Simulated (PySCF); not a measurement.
C4H8BN, SMILES C1B(N)CC=C1. The structure is a stationary point at B3LYP-D3(BJ)/def2-SVP. The structure was generated by enumeration, and PubChem lists no compound with its InChIKey, so it may never have been made. Other conformers were not sampled.

Computed equilibrium geometry at B3LYP-D3(BJ)/def2-SVP (PySCF confirms it by a frequency run) as a Z-matrix, and its point group (one conformer of several):
point group C2v.
```
B
N 1 1.3948
H 2 1.0132 1 123.29
H 2 1.0132 3 113.41 1 180.00
C 1 1.5987 2 125.96 3 180.00
H 5 1.1077 1 113.02 2 59.58
H 5 1.1077 6 105.05 1 123.67
C 5 1.5142 6 112.16 7 122.10
C 8 1.3427 5 114.28 6 121.02
H 9 1.0953 8 123.18 5 180.00
H 8 1.0953 9 123.18 10 0.00
C 9 1.5142 10 122.54 8 180.00
H 12 1.1077 9 112.16 10 -58.98
H 12 1.1077 13 105.05 9 -122.10
```
